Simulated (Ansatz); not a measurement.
C3H10OSi can be A, `CCOC[SiH3]`, or B, `C[Si](C)(C)O`.

Computed with Ansatz on PBE0-D4/def2-TZVP structures; ΔE is electronic, products minus reactants. CBS: MP2 limit from def2 TZ/QZ plus the TZ coupled-cluster correction, frozen cores. Functionals use def2-TZVPP. B3LYP here is the variant with VWN-RPA as its local correlation; programs differ in this. One conformer a species, not always the lowest.

**Question.** Which isomer does CCSD(T)/CBS put lower? Give the gap. (An estimate is asked.)

**Answer.** Computed: B, by 80.0 kcal/mol.

**Question.** Give E(B) − E(A) in kcal/mol with HF/def2-TZVPP, PBE0-D4, r2SCAN-D4, B3LYP, PBE-D4, MP2/def2-TZVPP, B3LYP-D4. (Best estimate.)

**Answer.** Ansatz gave: HF/def2-TZVPP -75.1, PBE0-D4 -77.7, r2SCAN-D4 -80.2, B3LYP -75.8, PBE-D4 -75.7, MP2/def2-TZVPP -82.2, B3LYP-D4 -76.9. None reverses the order clearly.

**Question.** Does the order hold for the free energy at 298.15 K (harmonic terms from PBE0-D4)? (Best estimate.)

**Answer.** The calculation gave: Yes: G(B) − G(A) = -79.0 kcal/mol, for one conformer each. Modes under 60 cm⁻¹, often nearly free rotors, make the harmonic entropy too high.

Largest T1 diagnostic: 0.011.

In def2-TZVPP, CCSD(T) changes the Hartree–Fock value by −3.0 kcal/mol (the triples alone add +0.1 kcal/mol) and MP2 by −7.1 kcal/mol. The D4 term adds −1.1 kcal/mol with B3LYP and −0.6 kcal/mol with PBE0; it sums over pairs of atoms, weighted by their polarisabilities, and B3LYP, whose exchange is more repulsive, gets the larger term.
